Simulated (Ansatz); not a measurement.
Start from `BC1[SiH2][SiH2]1` and change one atom or group to get `C[SiH2]C1[SiH2][SiH2]1`.

Ansatz, PBE0-D4/def2-TZVP geometries, multiplicity 1. Each molecule was computed in one conformer, which needn't be the lowest.

```json
{"property": "HOMO–LUMO gap (ωB97M-V/def2-TZVPP) / eV", "`BC1[SiH2][SiH2]1`": "10.03"}
{"property": "LUMO energy (PBE/def2-TZVPP) / eV", "`BC1[SiH2][SiH2]1`": "-1.73"}
{"property": "HOMO energy (ωB97M-V/def2-TZVPP) / eV", "`BC1[SiH2][SiH2]1`": "-8.99"}
{"property": "HOMO–LUMO gap (B3LYP/def2-TZVPP) / eV", "`BC1[SiH2][SiH2]1`": "5.83"}
{"property": "LUMO energy (B3LYP/def2-TZVPP) / eV", "`BC1[SiH2][SiH2]1`": "-0.96"}
{"property": "HOMO energy (PBE/def2-TZVPP) / eV", "`BC1[SiH2][SiH2]1`": "-6.04"}
```

(1) What does the change do to each property? (An estimate is asked.)

## Answers

(1) Ansatz gave: 
```json
{"property": "HOMO–LUMO gap (ωB97M-V/def2-TZVPP) / eV", "`C[SiH2]C1[SiH2][SiH2]1`": "9.03", "shift": "-1.00"}
{"property": "LUMO energy (PBE/def2-TZVPP) / eV", "`C[SiH2]C1[SiH2][SiH2]1`": "-2.01", "shift": "-0.28"}
{"property": "HOMO energy (ωB97M-V/def2-TZVPP) / eV", "`C[SiH2]C1[SiH2][SiH2]1`": "-8.36", "shift": "0.63"}
{"property": "HOMO–LUMO gap (B3LYP/def2-TZVPP) / eV", "`C[SiH2]C1[SiH2][SiH2]1`": "4.83", "shift": "-1.00"}
{"property": "LUMO energy (B3LYP/def2-TZVPP) / eV", "`C[SiH2]C1[SiH2][SiH2]1`": "-1.34", "shift": "-0.38"}
{"property": "HOMO energy (PBE/def2-TZVPP) / eV", "`C[SiH2]C1[SiH2][SiH2]1`": "-5.41", "shift": "0.63"}
```

With PBE0 the HOMO rises by 0.64 eV and the LUMO falls by 0.39 eV, so the gap narrows by about 1.03 eV. PBE moves the HOMO by 0.63 eV and ωB97M-V by 0.63 eV.

B3LYP here is the variant with VWN-RPA as its local correlation; programs differ in this.
